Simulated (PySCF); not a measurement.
Cartesian coordinates (Å):
```xyz
9

Hf    -0.1584     0.1417    -0.0475
O      1.6279    -0.4230    -0.5590
H      2.5110    -0.7257    -0.7988
O     -0.1276     2.0157     0.4627
H     -0.1156     2.9484     0.7056
O     -0.7678    -0.9274     1.4546
H     -1.0635    -1.4432     2.2135
O     -1.3659    -0.1028    -1.5490
H     -1.9840    -0.2566    -2.2725
```
Charge 0, multiplicity 1.

Question: Predict the HOMO, dipole moment, HOMO–LUMO gap, total energy, LUMO and charge on the central atom (Mulliken) from TPSSh-D3(BJ)/def2-TZVP // BP86-D3(BJ)/def2-SVP (PySCF).

Answer: 
* **HOMO**: -7.46 eV
* **dipole moment**: 0.10 D
* **HOMO–LUMO gap**: 7.32 eV
* **total energy**: -351.7199 Ha
* **LUMO**: -0.13 eV
* **charge on the central atom (Mulliken)**: 1.64 e
